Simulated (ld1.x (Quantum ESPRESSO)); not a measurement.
## An all-electron radial function and its pseudo partner (P (Z = 15))

Columns: radius, all-electron u(r) and pseudo u(r) of the 3p shell (level -6.16 eV) of phosphorus in the configuration [Ne] 3s1 3p4; LDA (PZ), non-relativistic, TM scheme, ld1.x (Quantum ESPRESSO) 7.5.

| r (bohr) | all-electron | pseudo |
| --- | --- | --- |
| 0.075 | 0.0911 | -0.0035 |
| 0.150 | 0.2163 | -0.0139 |
| 0.225 | 0.2916 | -0.0308 |
| 0.300 | 0.3085 | -0.0539 |
| 0.375 | 0.2791 | -0.0824 |
| 0.450 | 0.2182 | -0.1157 |
| 0.525 | 0.1383 | -0.1528 |
| 0.600 | 0.0490 | -0.1930 |
| 0.675 | -0.0431 | -0.2354 |
| 0.750 | -0.1334 | -0.2794 |
| 0.825 | -0.2190 | -0.3242 |
| 0.900 | -0.2980 | -0.3694 |
| 0.975 | -0.3694 | -0.4143 |
| 1.050 | -0.4328 | -0.4585 |
| 1.125 | -0.4881 | -0.5009 |
| 1.200 | -0.5355 | -0.5408 |
| 1.275 | -0.5754 | -0.5770 |
| 1.350 | -0.6081 | -0.6085 |
| 1.425 | -0.6344 | -0.6344 |
| 1.500 | -0.6547 | -0.6547 |
| 1.575 | -0.6695 | -0.6695 |
| 1.650 | -0.6794 | -0.6794 |
| 1.725 | -0.6851 | -0.6851 |
| 1.800 | -0.6869 | -0.6869 |
| 1.875 | -0.6854 | -0.6854 |
| 1.950 | -0.6810 | -0.6810 |

**Question.** How many radial nodes do the two functions have?

**Answer.** The all-electron 3p function has n − l − 1 = 1; the pseudo-wave has 0, since the states of the same l below it are removed with the core.

**Question.** At about which radius was the pseudo-wave matched?

**Answer.** 1.50 bohr. The columns agree to 0.0005 from 1.35 bohr on; several derivatives are matched, so the curves merge somewhat inside the radius.

**Question.** Is the pseudo-wave norm-conserving?

**Answer.** Yes: the TM scheme keeps the norm inside the radius equal to the all-electron one, which fixes the energy derivative of the logarithmic derivative at the level.
